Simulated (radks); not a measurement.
Question: Hf3+, configuration [Xe] 4f14 5d1. Method: Dirac Kohn-Sham, Slater X-alpha with alpha = 0.667, spin-unpolarised, spherical densities, point nucleus; open shells fill j = l - 1/2 first; computed with a radial shooting solver on a logarithmic mesh with Libxc functionals. Some entries of the table are withheld. Estimate them.

orbital  occ.  eigenvalue (hartree)  <r> (bohr)
1s1/2       2             -2394.949     0.01900
2s1/2       2             -410.1280     0.07981
2p1/2       2             -391.8523     0.06614
2p3/2       4             -348.0987     0.07387
3s1/2       2             -94.14195      0.2084
3p1/2       2                   (1)      0.1982
3p3/2       4                   (2)      0.2126
3d3/2       4                   (3)      0.1864
3d5/2       6                   (4)      0.1908
4s1/2       2             -19.68840      0.4684
4p1/2       2             -16.36551      0.4747
4p3/2       4             -14.21248      0.5079
4d3/2       4                   (5)      0.5289
4d5/2       6                   (6)      0.5405
5s1/2       2              -3.40199       1.132
5p1/2       2              -2.45321       1.255
5p3/2       4              -2.15942       1.359
4f5/2       6              -1.59682         (7)
4f7/2       8              -1.53255         (8)
5d3/2       1              -0.96879       1.930
5d5/2       0              -0.94368       1.978

Answer: 
(1) 3p1/2 eigenvalue (hartree): -86.02651
(2) 3p3/2 eigenvalue (hartree): -76.65317
(3) 3d3/2 eigenvalue (hartree): -62.87581
(4) 3d5/2 eigenvalue (hartree): -60.82991
(5) 4d3/2 eigenvalue (hartree): -8.74321
(6) 4d5/2 eigenvalue (hartree): -8.34903
(7) 4f5/2 <r> (bohr): 0.6684
(8) 4f7/2 <r> (bohr): 0.6806
